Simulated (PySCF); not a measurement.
Compound: C4H13FSi4.
Numbering: `[CH2:1]=[CH:2][CH2:3][Si@@H:4]1[SiH2:5][Si@H:6]([F:7])[Si@@H:8]1[CH3:9]`

Structure used (GFN2-xTB), in Å, numbered top down from 1:
```
atom  x, y, z in Å
C1     1.943   -2.263    0.659
C2     1.852   -1.724   -0.544
C3     1.788   -0.268   -0.816
Si4    0.041    0.253   -1.442
Si5   -0.270    2.598   -1.306
Si6   -1.871    2.252    0.383
F7    -1.228    2.684    1.822
Si8   -1.707   -0.095    0.139
C9    -1.278   -1.074    1.717
H10    2.014   -1.654    1.546
H11    1.962   -3.329    0.812
H12    1.788   -2.362   -1.417
H13    2.029    0.291    0.088
H14    2.528   -0.005   -1.574
H15   -0.075   -0.402   -2.762
H16    0.896    3.440   -1.005
H17   -0.821    3.215   -2.520
H18   -3.120    3.009    0.482
H19   -2.928   -0.730   -0.399
H20   -2.138   -1.177    2.373
H21   -0.916   -2.072    1.484
H22   -0.499   -0.567    2.279
```

Probes without a nucleus sit at each ring's centroid and 1 Å off its mean plane on both sides; NICS is minus the shielding there, NICSzz its component along the normal. Level: GIAO PBE0/pcSseg-1 (PySCF, non-relativistic, gas phase) on the GFN2-xTB geometry, one conformer.

Ring bond lengths (Å), with Mayer bond orders in brackets: Si4–Si5 2.369 (0.87), Si5–Si6 2.352 (0.87), Si6–Si8 2.366 (0.86), Si8–Si4 2.382 (0.84).

Task: Give the NICS values of each ring in ppm.

Result: 
```csv
ring,type,NICS(0),"NICS(1), two faces","NICS(1)zz, two faces",rms pucker (Å),"centre to ring atoms, mean (Å)"
Si4–Si5–Si6–Si8,4-membered ring with 4 Si; formal bonds all single,3.6,-1.5 / 1.1,3.1 / 8.0,0.04,1.67
```

Task: What can be read from them?

Result: 
- Si4–Si5–Si6–Si8: mean NICS(1)zz 5.5 ppm, deshielded. Si4, Si5, Si6, Si8 have four or more neighbours; no verdict on aromaticity is drawn. The two faces differ by 4.9 ppm, so no symmetry operation interchanges them.

Task: What is the mean of the two in-plane components of NICS at the first NICS(1) probe listed for ring Si4–Si5–Si6–Si8, 1 Å off the ring?

Result: The isotropic value is a third of the trace: (3 × -1.5 − (3.1))/2 = -3.8 ppm.

Task: List the ring angles and the Hirshfeld charges of the ring atoms.

Result: 
- Si4–Si5–Si6–Si8: Si4 90.6° (+0.181 e), Si5 89.2° (+0.130 e), Si6 91.4° (+0.261 e), Si8 88.5° (+0.182 e); sum 359.7° against 360° for a flat convex ring.
